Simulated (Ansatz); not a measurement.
AgI (SMILES [Ag][I]), singlet, at a GFN2-xTB geometry (such geometries of metal compounds can be far from the true shape) (core potentials on Ag, I); B3LYP/def2-SV(P) (Ansatz, a first-principles code).

Input for Ansatz:
Ansatz 0.2 input:
```yaml
crystal:
  periodic: [false, false, false]
  atoms:
    - {symbol: Ag, position_ang: [-0.00000000, -0.00000000, -1.36117526]}
    - {symbol: I, position_ang: [0.00000000, 0.00000000, 1.20707995]}
basis:
  gaussian:
    orbitals: def2-SV_P_.json
    final_grid: {core_spheres: 4, valence_spheres: 8, degree: 17}
hamiltonian:
  xc: b3lyp
```
The basis file holds def2-SV(P) in the JSON format of the Basis Set Exchange.

### Question
Predict the main parts of the log of this Ansatz run.

### Answer

```
Functional definition: B3LYP
660 factors; integrals over basis functions are off by at most 3.2e-4 eV
mean field evaluation 1: about -12103.7160 eV, gradient 2.1e1 eV
mean field evaluation 2: about -12102.9175 eV, gradient 3.1e1 eV
mean field evaluation 4: about -12104.8663 eV, gradient 9.4e-1 eV
mean field evaluation 8: about -12104.9096 eV, gradient 5.8e-2 eV
mean field evaluation 16: about -12104.9096 eV, gradient 1.0e-5 eV
mean field -12104.90958574 eV, -444.8472222736 hartree, gradient 1.0e-5 eV, S^2 0.000000; 0 other end points of the search recorded, 0 dependent functions left out
reference -12104.90977697 eV, -444.8472293010 hartree; 22, 22 occupied and 28, 28 virtual orbitals, 660 factors
Total energy: -12104.90977697 eV, -444.8472293010 hartree
```
